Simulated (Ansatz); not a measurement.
One geometry of CH$_{3}$BFN, SMILES `BN=CF`, several functionals.

```yaml
crystal:
  periodic: [false, false, false]
  atoms:
    - {symbol: B, position_ang: [-0.480499, 1.089841, 0.570947]}
    - {symbol: N, position_ang: [0.018610, -0.008433, -0.066468]}
    - {symbol: C, position_ang: [0.466837, -1.006899, -0.611695]}
    - {symbol: F, position_ang: [0.739898, -2.131981, 0.060663]}
    - {symbol: H, position_ang: [0.284414, 1.897132, 1.009941]}
    - {symbol: H, position_ang: [-1.666267, 1.214220, 0.659762]}
    - {symbol: H, position_ang: [0.698208, -1.121980, -1.669049]}
basis:
  gaussian: {orbitals: def2-TZVPP}
hamiltonian: {xc: pbe, dispersion: d4}
output: {forces: true, orbitals: {seedname: orbitals}}
```

```sh
$ ansatz run in.yaml --threads 2 --pin off --events-out ev --progress --plain
```

Shortened log:

```
Functional definition: PBE
837 factors; their error is unknown
mean field evaluation 1: about -5956.2468 eV, gradient 6.3e1 eV
mean field evaluation 2: about -5928.2628 eV, gradient 1.2e2 eV
mean field evaluation 4: about -5964.3588 eV, gradient 1.1e1 eV
mean field evaluation 8: about -5964.5586 eV, gradient 1.1e-1 eV
mean field evaluation 16: about -5964.5442 eV, gradient 3.4e-4 eV
mean field -5964.54423107 eV, -219.1929575785 hartree, gradient 1.4e-5 eV, S^2 0.000000; 0 other end points of the search recorded, 0 dependent functions left out
reference -5964.54426833 eV, -219.1929589479 hartree; 15, 15 occupied and 151, 151 virtual orbitals, 837 factors
Total energy: -5964.63209599 eV, -219.1961865547 hartree
Atom 0 at    -0.480499     1.089841     0.570947 Å, force    -0.018759     0.044229     0.021760 eV/Å
Atom 1 at     0.018610    -0.008433    -0.066468 Å, force    -0.340296     0.774233     0.384662 eV/Å
Atom 2 at     0.466837    -1.006899    -0.611695 Å, force     0.190817    -0.217168    -0.630146 eV/Å
Atom 3 at     0.739898    -2.131981     0.060663 Å, force     0.176636    -0.710567     0.401630 eV/Å
Atom 4 at     0.284414     1.897132     1.009941 Å, force     0.079480     0.098889     0.055287 eV/Å
Atom 5 at    -1.666267     1.214220     0.659762 Å, force    -0.136309     0.024005     0.015729 eV/Å
Atom 6 at     0.698208    -1.121980    -1.669049 Å, force     0.048430    -0.013620    -0.248923 eV/Å
Dipole moment:     0.075816    -0.062524    -0.298740 e Å
```

Hardware: 2 threads of a server CPU on a shared host. Wall time 2.2 s, peak host memory 0.17 GiB.

The same input with `hamiltonian: {xc: {name: PBE-QIDH}}` and no forces (abridged; 4 s):

```
Functional definition: PBE-QIDH
mean field evaluation 16: about -5956.5663 eV, gradient 8.1e-5 eV
mean field -5956.56631944 eV, -218.8997747336 hartree, gradient 4.2e-6 eV, S^2 0.000000
4 core orbitals not correlated: weight in the atoms' cores, before any rotation towards them, 1.000 or more for the frozen orbitals, at most 0.000 for the correlated occupied ones
second order -21.52081051 eV of doubles, -0.00000000 eV of singles
Total energy: -5963.73993440 eV, -219.1634002212 hartree
```

The same input with `hamiltonian: {xc: {name: wB97X-V}}` and no forces (abridged; 6.5 s):

```
Functional definition: wB97X-V
mean field evaluation 16: about -5969.3974 eV, gradient 2.0e-5 eV
mean field -5969.39737320 eV, -219.3713072621 hartree, gradient 2.0e-5 eV, S^2 0.000000
Total energy: -5969.39737133 eV, -219.3713071935 hartree
```

The same input with `hamiltonian: {xc: {name: LC-wPBE}}` and no forces (abridged; 2.5 s):

```
Functional definition: LC-wPBE
mean field evaluation 16: about -5967.4431 eV, gradient 2.4e-5 eV
mean field -5967.44309404 eV, -219.2994888278 hartree, gradient 2.3e-5 eV, S^2 0.000000
Total energy: -5967.44309405 eV, -219.2994888281 hartree
```

Changing it to `hamiltonian: {xc: hse06, dispersion: d4}` and no forces (abridged; 2.7 s):

```
Functional definition: HSE06
mean field evaluation 16: about -5964.4180 eV, gradient 3.4e-5 eV
mean field -5964.41795510 eV, -219.1883170221 hartree, gradient 3.4e-5 eV, S^2 0.000000
Total energy: -5964.48489788 eV, -219.1907771241 hartree
```

The same input with `hamiltonian: {xc: {name: BHLYP}, dispersion: d4}` and no forces (abridged; 2.2 s):

```
Functional definition: BHLYP
mean field evaluation 16: about -5968.5072 eV, gradient 5.7e-5 eV
mean field -5968.50719364 eV, -219.3385937668 hartree, gradient 5.7e-5 eV, S^2 0.000000
Total energy: -5968.60403974 eV, -219.3421527953 hartree
```

HSE06 is the plane-wave form, built on full-range PBE exchange.
